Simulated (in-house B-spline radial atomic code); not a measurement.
A fraction x of an electron is removed from 4d in Eu3+, starting from [Xe] 4f6 and keeping the highest spin. Method: scalar-relativistic (X2C) r2SCAN, spin-polarised, spherical fractional occupations, Fermi nucleus of rms radius 5.1115 fm. Calculated with an all-electron radial atomic-structure program (B-spline basis).

```
   x  E(x) - E(0) (eV)  4d down level (eV)
   0            0.0000            -164.116
0.08           13.1945            -165.750
0.14           23.1765            -166.986
0.29           48.4581            -170.111
 0.5           84.6478            -174.568
0.61                 ?                   ?
0.64                 ?                   ?
0.77          132.5692            -180.429
0.89          154.3794            -183.078
```

Task: What belongs in the row x = 0.61?

Result: An energy change of 103.9804 eV; 4d down at -176.939 eV.

Task: What belongs in the row x = 0.64?

Result: An energy change of 109.2984 eV; 4d down at -177.590 eV.

Task: Check Janak's theorem between x = 0.08 and 0.14.

Result: The slope of the energy is 166.37 eV; the orbital levels give 166.37 eV (-ε of the emptying orbital, averaged over the two points).
